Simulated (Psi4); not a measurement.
Pair of molecules: AsH3 (SMILES [AsH3]) (first 4 atoms) with H2 (SMILES [H][H]); geometry from B3LYP-D3(BJ)/def2-TZVP.
(charge 0, multiplicity 1):
```xyz
6

As    -0.01652    -0.20100    -0.24596
H     -1.13294     0.52466     0.49771
H      1.05463     0.42673     0.63978
H     -0.13015    -1.42011     0.66334
H     -0.24286     0.04843     4.05115
H     -0.21189     0.00993     3.30836
```

All values below come from Psi4 with SAPT0/aug-cc-pVDZ.

Which attractive term is largest, and how does the interaction split up?

electrostatics -9.2, exchange 27.0, induction -4.1, dispersion -23.7, total -10.0 meV; the largest attraction is dispersion.
